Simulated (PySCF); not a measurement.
Species: C₅H₈F₃PSi.
Numbering: `[CH3:1][C:2]([SiH3:3])=[C:4]=[P:5][CH2:6][C:7]([F:8])([F:9])[F:10]` (hydrogens: H11, H12, H13 on C1; H14, H15, H16 on Si3; H17, H18 on C6)

Level: PBE0/pcSseg-1 in PySCF, non-relativistic, on one gas-phase PBE0-D3(BJ)/def2-SVP geometry that isn't relaxed in the solvent. The solvent is an IEF-PCM continuum (van der Waals radii × 1.2). Specific hydrogen bonds and non-electrostatic terms are outside this model.

Gas phase at PBE0/pcSseg-1: HOMO -7.19 eV, LUMO -1.60 eV, dipole 2.29 D.

**Question.** What does the continuum do to the energy, the frontier levels and the dipole at PBE0/pcSseg-1 in dichloromethane and acetone?

**Answer.** 
```
        solvent      ε  E(solvent) − E(gas) (kcal/mol)  polarisation term (kcal/mol)  distortion of the solute (kcal/mol)  HOMO (eV)  LUMO (eV)  dipole (D)
dichloromethane   8.93                           -3.21                         -3.65                                 0.44      -7.11      -1.51        2.84
        acetone  20.49                           -3.59                         -4.15                                 0.56      -7.11      -1.51        2.91
```

The polarisation term is half the interaction of the solute with the surface charges that it induces; the rest is the cost of distorting the solute's density. The sum is the electrostatic part of solvation alone. From dichloromethane to acetone the lowering changes by a factor 1.12, Onsager's factor (ε − 1)/(2ε + 1) by 1.10 and ε itself by 2.3.

**Question.** Which radius a makes the point-dipole formula ΔE = −[(ε − 1)/(2ε + 1)]·μ²/a³ give the value in acetone, with the gas-phase dipole?

**Answer.** μ = 0.901 au and |ΔE| = 0.00572 Eh give a = 2.14 Å; the farthest nucleus lies 3.79 Å from the centroid of the nuclei, so such a sphere wouldn't even hold the nuclei. The formula assumes a rigid point dipole at the centre of a sphere.

**Question.** Which Hirshfeld charges (PBE0/pcSseg-1) respond most in acetone (means over atoms taken as equivalent)?

**Answer.** 
```json
{"atoms": "P5", "environment": "phosphorus bonded to 2 C", "gas (e)": "+0.071", "solvent (e)": "+0.048", "change": "-0.023"}
{"atoms": "H17/H18", "environment": "methylene hydrogen", "gas (e)": "+0.050", "solvent (e)": "+0.060", "change": "+0.010"}
{"atoms": "F8/F9/F10", "environment": "fluorine of a CF3 group", "gas (e)": "-0.091", "solvent (e)": "-0.096", "change": "-0.005"}
{"atoms": "H11/H12/H13", "environment": "methyl hydrogen", "gas (e)": "+0.051", "solvent (e)": "+0.056", "change": "+0.005"}
{"atoms": "C4", "environment": "central carbon of cumulated double bonds", "gas (e)": "-0.073", "solvent (e)": "-0.078", "change": "-0.005"}
{"atoms": "C6", "environment": "sp3 carbon bound to phosphorus", "gas (e)": "-0.144", "solvent (e)": "-0.140", "change": "+0.004"}
```

**Question.** Which Mayer bond orders change most in acetone?

**Answer.** 
```csv
bond,length (Å),gas,solvent,change
C4–P5,1.645,1.802,1.790,-0.012
C6–C7,1.507,1.008,1.016,+0.008
C7–F9,1.336,1.004,0.996,-0.008
C6–H17,1.100,0.931,0.923,-0.008
C6–H18,1.099,0.923,0.916,-0.007
C2–C4,1.311,1.839,1.832,-0.007
C7–F10,1.339,1.003,0.997,-0.006
C1–H11,1.102,0.946,0.941,-0.005
```

Conformer computed: `[CH3:1][C:2]([SiH3:3])=[C:4]=[P:5][CH2:6][C:7]([F:8])([F:9])[F:10]`: C4–P5–C6–C7 -66°, P5–C6–C7–F8 68°.
